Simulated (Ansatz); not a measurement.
Ideal-gas functions of F2H2S2Si, SMILES `F[Si](F)(S)S` at 800 K and 1 bar, from an Ansatz frequency run at PBE0-D4/def2-TZVP.

Molar mass 132.23 g/mol, point group C1 (symmetry number 1), electronic degeneracy 1, moments of inertia 177.14, 262.675, 317.337 u Å². Harmonic wavenumbers (cm⁻¹, unscaled): 137, 140, 205, 240, 250, 290, 319, 479, 608, 743, 764, 900, 958, 2699, 2709.

Use S(trans) = R[1.5 ln M + 2.5 ln T − 1.1517]; rotational temperatures θ = 24.2544 K / I; S(rot) = R[ln(√π/σ · √(T³/θAθBθC)) + 1.5]; for each mode x = 1.438777 ν̃/T, S = R[x/(eˣ − 1) − ln(1 − e⁻ˣ)] and H = RT x/(eˣ − 1); 1 cm⁻¹ = 0.0119627 kJ/mol; R = 8.31446 J/(mol·K).

Task: By hand: the entropy, in J/(mol·K).

Result: Translation 190.3. Rotation: θ = 0.1369, 0.0923, 0.0764 K, giving 129.5. Vibration, mode by mode: 19.98, 19.80, 16.66, 15.36, 15.03, 13.82, 13.05, 9.81, 7.97, 6.50, 6.30, 5.16, 4.75, 0.38, 0.38, in all 155.0. Electronic 0.0. Sum 474.8 J/(mol·K).

Task: By hand: H − E and G − E in kJ/mol, counted from the electronic energy.

Result: Zero-point energy ½ × 11441 × 0.0119627 = 68.4; thermal vibration 57.6; translation, rotation and pV give 4 RT = 26.6. H − E = 152.6 kJ/mol, and G − E = 152.6 − 800 × 474.8/1000 = -227.2 kJ/mol.

Vibration gives 33 % of the entropy, 39.8 J/(mol·K) of it from the modes under 150 cm⁻¹: soft modes count most, and the harmonic formula is weakest for them. The sum counts one conformer and one mirror image; others add a mixing term.
